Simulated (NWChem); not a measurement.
System: CH3Zn cation; SMILES [CH3][Zn+]

Question: Give the equilibrium geometry at PBE0/def2-SVP (NWChem) as a Z-matrix, with the point group.

Answer: point group C3v; any orientation.
```
C
H 1 1.0985
H 1 1.0985 2 113.30
H 1 1.0985 2 113.30 3 130.86
Zn 1 1.9694 2 105.31 3 -114.57
```
